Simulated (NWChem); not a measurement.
Species: CHF₂NOSi; SMILES C(=O)=N[SiH](F)F

```xyz
7

Si    -0.0001     0.8958     0.3822
F     -1.2923     1.5240    -0.3323
F      1.2910     1.5246    -0.3337
N      0.0001    -0.7785     0.1357
C      0.0006    -1.9616    -0.0671
O      0.0009    -3.1088    -0.2545
H      0.0006     1.2470     1.8081
```
Atoms are numbered in this order, from 1.

Level: PBE0/def2-SVP (NWChem), optimised geometry, unscaled harmonic frequencies. 

Q: List the harmonic frequencies with IR intensities, and the thermochemistry.

A: 
```
frequency (cm⁻¹)  IR intensity (km/mol)
----------------  ---------------------
54                                  0.0
62                                  0.7
281                                17.1
290                                 8.9
390                                56.8
631                                33.6
633                               133.7
634                                39.6
837                                81.5
837                                24.0
915                               340.3
997                               231.5
1575                               74.5
2376                              110.8
2500                             1470.6
```

* **zero-point energy**: 18.6 kcal/mol
* **thermal correction to the enthalpy at 298.15 K (with zero-point energy)**: 23.1 kcal/mol
* **heat capacity Cv**: 19.8 cal/(mol K)
* **entropy at 298.15 K and 1 atm (symmetry number 1)**: 82.3 cal/(mol K)
* **dipole moment**: 1.42 D

Rigid rotor and harmonic oscillator; modes under 100 cm⁻¹ make the entropy uncertain.
